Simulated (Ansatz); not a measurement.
```yaml
crystal:
  periodic: [false, false, false]
  atoms:
    - {symbol: Sr, position_ang: [-1.092160, -2.353505, -0.972476]}
    - {symbol: Sr, position_ang: [0.515773, 1.498178, -1.545317]}
    - {symbol: Sr, position_ang: [1.544693, -0.263693, 1.563022]}
    - {symbol: Sr, position_ang: [-2.534102, 0.656729, 1.211078]}
    - {symbol: Te, position_ang: [1.854821, -1.541929, -1.487993]}
    - {symbol: Te, position_ang: [-1.187196, -2.054659, 2.174486]}
    - {symbol: Te, position_ang: [-2.550313, 0.279499, -1.943512]}
    - {symbol: Te, position_ang: [3.559668, 1.239737, -0.475597]}
    - {symbol: Te, position_ang: [-0.111164, 2.539634, 1.476299]}
basis:
  gaussian: {orbitals: def2-TZVPD, initial_orbitals: start.molden}
total_charge: -1
magnetization: {spin_polarized: true, initial_magnetization: 1}
hamiltonian: {xc: pbe0, dispersion: d4}
scf: {omitted_lower_state_checks: [starts]}
output: {forces: true, orbitals: {seedname: orbitals}}
```

The file start.molden holds the orbitals of an earlier run on this structure, at another level or in another basis.

```sh
$ ansatz run in.yaml --threads 4 --pin off --events-out ev --progress --plain --max-ram 6963MiB
```

(1) Does this run fit into the memory that it is given?

Results:

(1) No. It has 427 basis functions, and Ansatz plans for 9 GiB where 7 GiB are given.
